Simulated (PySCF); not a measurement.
Gas-phase XPS of `O[SiH](O)O`, computed

Compound: H₄O₃Si.
Structure used (PBE0-D3(BJ)/def2-SVP), in Å, numbered top down from 1:
```xyz
8
H4O3Si angstrom
O      0.459   -0.124   -1.552
Si     0.192   -0.008    0.072
O     -1.045    1.053    0.329
O     -0.259   -1.493    0.635
H      0.878   -0.923   -1.882
H      1.422    0.456    0.767
H     -1.089    1.834   -0.228
H     -0.764   -1.531    1.451
```

Level of theory: delta-SCF UKS SCAN, pcX-2 on the ionised atom, pcseg-1 elsewhere, spin-free X2C in PySCF 2.14.0. Each binding energy is the total energy of the core-ionised species, with the hole localised on one atom, minus that of the ground state; both are solved self-consistently, so orbital relaxation is included.

Task: What binding energy does each computed site have?

Result: 
```json
{"atom(s)": "Si2", "bonded to": "3 O and H", "level": "Si 2p3/2", "binding energy (eV)": "108.37", "2p1/2 (eV)": "108.99", "count": "1"}
{"atom(s)": "O1/O3/O4", "bonded to": "H and Si", "level": "O 1s", "binding energy (eV)": "538.88", "2p1/2 (eV)": "–", "count": "3"}
{"atom(s)": "Si2", "bonded to": "3 O and H", "level": "Si 1s", "binding energy (eV)": "1848.59", "2p1/2 (eV)": "–", "count": "1"}
```

Task: Give the binding energy of Si 2p3/2 of Si2 in hartree and in kJ/mol.

Result: 108.37 eV = 3.9825 Eh = 10456 kJ/mol.

Task: Which photon wavelength matches the Si 2p3/2 of Si2 threshold?

Result: λ = hc/E = 12398.42 eV Å / 108.37 eV = 114.408 Å.

The first atom of each set that the bonding makes equivalent was ionised and stands for the set. For 2p shells one spin-free hole was relaxed; a mean-field spin–orbit operator and the ground-state splitting of the three 2p orbitals were then diagonalised within the shell. The shell's mean is (2 × 2p3/2 + 2p1/2)/3, and the degeneracies 2j + 1 give areas of 2:1. 2p1/2 minus 2p3/2 (ligand field included): Si 0.63 eV. Isolated species at its PBE0-D3(BJ)/def2-SVP geometry (one conformer only).

Hardware: one thread of an Arm Neoverse N1, no GPU, on a shared host. Cost: 18 s of wall time.
